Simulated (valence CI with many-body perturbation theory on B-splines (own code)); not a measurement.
# E1 line list for Nb²⁺

Calculated by valence CI with perturbative core correlation (CI+MBPT): three valence electrons over a frozen Dirac-Fock core [Kr], radial functions for each j: 7 s, 7 p, 8 d, 6 f, 4 g, 1 h, with the one-electron correlation potential Σ1 (screened to all orders), the two-electron term Σ2, the three-electron term Σ3, Breit, model QED; selected single and double excitations, second order for the rest, scaled by the run's own slope (own B-spline code, finite nucleus).

Against 24 measured levels this calculation errs by 551 cm⁻¹ on average and by 1058 at most. These come from a selection out of Shadmi, J. Res. Natl. Bur. Stand. 70A, 435 (1966). Levels without a partner in it may be off by more, other configurations by 1,000 to 8,000 cm⁻¹.

Lines 351 to 400 of 542 in falling wavelength, among levels below 17.254 eV, chosen from the strongest by gf and those to the six lowest levels. Wavelengths and rates use the calculated energies, so an error of 600 cm⁻¹ moves a line at 187.9 nm by 1.1 % and its rate by three times that or more. Electric multipoles are in the length gauge, E1 and E2 with the static RPA response of the core. Weak lines are less certain than strong ones. Lines between different terms over intervals too small for the method are left out, as are lines whose strength nearly cancels. Where a level lies close to another of its J and parity, the split of strength between their lines is uncertain. The highest levels of a list are the least certain.

Names give the largest LS component (configuration and term), which can be under half, so a name can repeat, a term be missing and a line seem to break the LS rules; names also repeat where a configuration has a term twice. Letters in brackets count levels of one name in rising energy.

```tsv
λ vac (nm)	Upper	Lower	A (s⁻¹)	S (a.u.)
187.9	4d2.6s 4F_5/2	4d2.5p 4G°_7/2	2.34e+08	4.59e+00
187.8	4d2.5d 2G_9/2 [a]	4d2.5p 2F°_7/2 [a]	6.55e+08	2.14e+01
187.8	4d2.6s 2F_5/2	4d2.5p 4F°_5/2 [a]	1.46e+08	2.86e+00
187.6	4d2.5d 2G_7/2 [c]	4d2.5p 4D°_7/2 [b]	2.17e+08	5.67e+00
187.3	4d2.6s 4P_3/2	4d2.5p 4S°_3/2 [b]	1.95e+08	2.53e+00
187.2	4d2.5d 2F_5/2 [d]	4d2.5p 2D°_3/2 [c]	2.64e+08	5.12e+00
187.0	4d.5s.5p 2F°_5/2 [b]	4d.5s2 2D_3/2	3.59e+08	6.95e+00
187.0	4d2.5d 4G_9/2	4d2.5p 4G°_7/2	3.17e+08	1.02e+01
186.7	4d2.5d 2D_5/2 [a]	4d2.5p 2D°_5/2 [a]	1.41e+08	2.73e+00
186.7	4d2.5d 4H_7/2	4d2.5p 4G°_5/2	7.85e+08	2.02e+01
186.6	4d2.5d 2D_5/2 [d]	4d2.5p 2P°_3/2 [a]	2.08e+08	4.00e+00
186.4	4d2.5d 2G_7/2 [a]	4d2.5p 4F°_5/2 [b]	1.93e+08	4.92e+00
186.3	4d2.6s 4F_9/2	4d2.5p 4G°_9/2	7.66e+07	2.44e+00
185.3	4d2.5d 4G_7/2	4d2.5p 4G°_5/2	2.38e+08	5.98e+00
184.8	4d2.6s 4F_3/2	4d2.5p 4G°_5/2	3.24e+08	4.03e+00
184.8	4d2.5d 2G_7/2 [a]	4d2.5p 4F°_5/2 [a]	1.46e+08	3.64e+00
184.3	4d2.5d 2D_3/2 [a]	4d2.5p 2D°_3/2 [a]	2.57e+08	3.18e+00
183.2	4d2.5d 2H_9/2 [b]	4d2.5p 2G°_7/2 [b]	4.61e+08	1.40e+01
183.2	4d2.5d 2P_3/2 [b]	4d2.5p 2S°_1/2	4.21e+08	5.11e+00
183.1	4d2.5d 2G_7/2 [c]	4d2.5p 2F°_7/2 [b]	1.26e+08	3.05e+00
182.6	4d2.5d 2H_11/2 [b]	4d2.5p 2G°_9/2 [b]	6.32e+08	2.28e+01
182.3	4d2.6s 2G_9/2 [b]	4d2.5p 4D°_7/2 [b]	9.33e+07	2.79e+00
181.9	4d2.5d 4F_9/2 [a]	4d2.5p 4F°_9/2	4.73e+08	1.40e+01
181.1	4d2.5d 4F_7/2 [a]	4d2.5p 4F°_7/2	4.38e+08	1.03e+01
179.9	4d2.5d 4F_9/2 [a]	4d2.5p 4G°_11/2	1.07e+08	3.07e+00
179.6	4d2.5d 4F_5/2 [a]	4d2.5p 4F°_5/2 [a]	3.24e+08	5.55e+00
179.1	4d2.5d 4F_3/2 [a]	4d2.5p 4F°_3/2	4.41e+08	5.01e+00
178.1	4d2.5d 4P_5/2 [b]	4d2.5p 4S°_3/2 [b]	1.43e+08	2.39e+00
178.0	4d2.6s 2G_9/2 [b]	4d2.5p 2F°_7/2 [b]	9.49e+07	2.64e+00
177.7	4d.5s.5p 2P°_3/2 [b]	4d.5s2 2D_5/2	9.61e+08	1.06e+01
177.4	4d2.5d 2D_5/2 [b]	4d2.5p 4S°_3/2 [a]	1.44e+08	2.39e+00
177.3	4d.5s.5p 2P°_1/2 [b]	4d.5s2 2D_3/2	1.02e+09	5.63e+00
177.0	4d2.5d 4F_7/2 [a]	4d2.5p 4G°_9/2	1.41e+08	3.08e+00
175.0	4d2.5d 2F_7/2 [d]	4d2.5p 2G°_9/2 [b]	1.06e+08	2.24e+00
174.6	4d2.5d 2G_9/2 [b]	4d2.5p 4D°_7/2 [a]	8.18e+07	2.15e+00
174.1	4d2.5p 4F°_5/2 [a]	4d3 4P_3/2	4.00e+07	6.25e-01
170.7	4d2.5p 2G°_7/2 [a]	4d3 2H_9/2	1.50e+08	2.94e+00
170.7	4d2.5p 2D°_3/2 [a]	4d3 4P_1/2	3.87e+07	3.80e-01
170.6	4d2.5p 2D°_3/2 [a]	4d3 4P_3/2	5.03e+07	4.93e-01
169.4	4d2.6s 2G_9/2 [a]	4d2.5p 2G°_9/2 [a]	2.60e+08	6.23e+00
168.4	4d2.5p 2G°_9/2 [a]	4d3 2H_11/2	1.92e+08	4.52e+00
166.9	4d2.5p 4D°_1/2 [a]	4d3 4P_1/2	1.48e+08	6.78e-01
166.8	4d2.5p 2D°_5/2 [a]	4d3 4P_3/2	7.53e+07	1.03e+00
166.5	4d2.5d 2G_7/2 [c]	4d2.5p 2G°_7/2 [a]	2.17e+08	3.96e+00
165.5	4d2.5p 4D°_3/2 [a]	4d3 4P_1/2	2.83e+07	2.53e-01
165.5	4d2.5p 4D°_7/2 [a]	4d3 4P_5/2	1.42e+08	2.55e+00
165.4	4d2.5p 4D°_3/2 [a]	4d3 4P_3/2	5.48e+07	4.89e-01
163.7	4d2.5p 4D°_5/2 [a]	4d3 4P_3/2	1.98e+07	2.57e-01
161.3	4d2.5p 2D°_3/2 [c]	4d3 2F_5/2	5.12e+08	4.24e+00
161.0	4d2.5p 2G°_7/2 [a]	4d3 2G_7/2	3.22e+08	5.31e+00
```
